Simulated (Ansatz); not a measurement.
One geometry of the cluster Sr6⁻, several levels of theory.

```yaml
crystal:
  periodic: [false, false, false]
  atoms:
    - {symbol: Sr, position_ang: [0.204326, -1.908131, -3.499194]}
    - {symbol: Sr, position_ang: [0.988046, 1.219365, 2.781477]}
    - {symbol: Sr, position_ang: [-0.101675, 1.700644, -1.234935]}
    - {symbol: Sr, position_ang: [2.994559, -1.012118, -0.452172]}
    - {symbol: Sr, position_ang: [-3.090261, 1.759474, 1.809297]}
    - {symbol: Sr, position_ang: [-0.994995, -1.759233, 0.595528]}
basis:
  gaussian: {orbitals: def2-TZVPD, initial_orbitals: start.molden}
total_charge: -1
magnetization: {spin_polarized: true, initial_magnetization: 1}
hamiltonian: {xc: pbe0}
scf: {omitted_lower_state_checks: [starts]}
output: {orbitals: {seedname: orbitals}}
```

The file start.molden holds the orbitals of an earlier run on this structure, at another level or in another basis.

```sh
$ ansatz run in.yaml --threads 4 --pin off --events-out ev --progress --plain --max-ram 3916MiB
```

Shortened log:

```
Functional definition: PBE0
1932 factors; their error is unknown
mean field evaluation 1: about -5012.7578 eV, gradient 1.7e1 eV
mean field evaluation 2: about -5012.9494 eV, gradient 3.2e-1 eV
mean field evaluation 4: about -5012.9670 eV, gradient 3.3e-2 eV
mean field evaluation 8: about -5012.9670 eV, gradient 3.6e-5 eV
mean field evaluation 16: about -5012.9670 eV, gradient 9.1e-6 eV
mean field -5012.96703516 eV, -184.2231406311 hartree, gradient 9.1e-6 eV, S^2 0.852444; 0 other end points of the search recorded, 0 dependent functions left out
reference -5012.96706418 eV, -184.2231416974 hartree; 31, 30 occupied and 167, 168 virtual orbitals, 1932 factors
Total energy: -5012.96706418 eV, -184.2231416974 hartree
Checks for a lower state left out: starts
```

Run time 37 s (4 threads of Intel Xeon Platinum 8259CL on a shared host), peak host memory 1.4 GiB.

The first input with `hamiltonian: {xc: r2scan}` (abridged; 80 s):

```
Functional definition: r2SCAN
mean field evaluation 16: about -5015.5139 eV, gradient 2.7e-3 eV
mean field evaluation 32: about -5015.5139 eV, gradient 7.2e-6 eV
mean field -5015.51389297 eV, -184.3167359292 hartree, gradient 7.2e-6 eV, S^2 1.456517
Total energy: -5015.51396605 eV, -184.3167386148 hartree
Checks for a lower state left out: starts
```

The first input with `hamiltonian: {xc: pbe}` (abridged; 25 s):

```
Functional definition: PBE
mean field -5014.31284469 eV, -184.2725982192 hartree, gradient 7.6e-6 eV, S^2 0.792123
Total energy: -5014.31288313 eV, -184.2725996317 hartree
Checks for a lower state left out: starts
```

Geometry: PBE0/def2-SVP, that of the neutral singlet.

In the def2 sets Sr takes a core potential; there is no spin–orbit coupling. At PBE0/def2-TZVPD, r2SCAN/def2-TZVPD the charge -1 doublet is spin-contaminated (final ⟨S²⟩ up to 1.46, 0.75 for a pure state). At PBE/def2-TZVPD the highest occupied level of the charge -1 doublet lies above zero (up to 0.16 eV). Its loss leaves the charge 0 singlet, which lies 1.00 eV higher (vertical, at PBE/def2-TZVPD), but this difference is unsure: the singlet is doubtful (at the level of its geometry, restricted singlet, unstable towards broken spin symmetry at other levels and untested here). The structure comes from a short search, and lower isomers may exist.
